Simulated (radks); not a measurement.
Numerical settings for the lutetium ion Lu+, [Xe] 4f14 6s2. All-electron calculation, Dirac Kohn-Sham, PBE, spin-unpolarised, spherical densities, point nucleus. Program: a radial shooting solver on a logarithmic mesh with Libxc functionals. The defaults (mesh step 0.008 in ln r, mesh end at 40 bohr or more with all orbitals vanishing there, Anderson mixing 0.5 over 9 steps, residual threshold near 1e-9 with the energy settled to 1e-9 hartree or 1e-11 of itself, here a cap of 84 iterations) give E = -14580.8950 hartree and 6s1/2 at -11.046 eV in 17 iterations. Run on one thread of a shared host, so times are rough (Arm Neoverse V1): 0.21 s of CPU time, 0.21 s wall, 17 iterations on 2648 mesh points. Changes against that run (0 stands for a change within the tolerance of the run):

setting                    iterations         converged  E (mhartree)  e(6s1/2) (meV)  CPU (s)
mesh step in ln r 0.08              4                no      diverged               -     0.03
mesh step in ln r 0.12              4                no      diverged               -     0.01
mesh step in ln r 0.005            17               yes             0               0     0.32
mesh end (bohr) 12                 17               yes      +0.00547          +0.435      0.2
mesh end (bohr) 1                  14  level above zero     +2.84e+05       +1.49e+06     0.13
residual threshold 0.1             10               yes     +0.000682           +1.58     0.15
residual threshold 0.001           10               yes     +0.000682           +1.58     0.15
mixing 0.2                         20               yes             0               0     0.24
linear mixing, mixing 0.2          84                no             0               0     0.68
linear mixing, mixing 1            84                no     +7.55e+05       +8.82e+03      3.2
mixing history 20                  24               yes             0               0     0.26
iteration cap 2                     2                no     +1.88e+03       -7.11e+03     0.04

Settled on a wrong energy, with an occupied level pushed above zero by the early mesh end: mesh end (bohr) 1 (+284 hartree). Apart from these: no run marked as converged misses the energy by more than 1 mhartree. A mesh that ends early acts as a hard wall.
